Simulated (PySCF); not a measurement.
TiO₂, SMILES [Ti](=[O])=[O], multiplicity 1. The structure is a stationary point at TPSSh-D3(BJ)/def2-TZVP. The multiplicity is an assumed one; other spin states were not compared. The isomer is the one that the SMILES or the coordinates give; other isomers of the formula were not compared.

Level of theory: TPSSh-D3(BJ)/def2-TZVP in PySCF.

Harmonic wavenumbers (cm⁻¹): 343, 986, 1025. Rotational constants (GHz): 30.72, 8.581, 6.708; symmetry number 2.

### Question
Work out the zero-point energy and the ideal-gas rigid-rotor harmonic-oscillator thermochemistry at 298.15 K and 1 atm.

### Answer
ZPE = ½ Σ hcν = ½ × 2354 cm⁻¹ = 3.37 kcal/mol. H − E(el) = 6.01 kcal/mol. Entropy in cal/(mol K): translation 39.05, rotation 21.35, vibration 1.38, total 61.77. G − E(el) = -12.41 kcal/mol. Cp = 10.28 cal/(mol K).
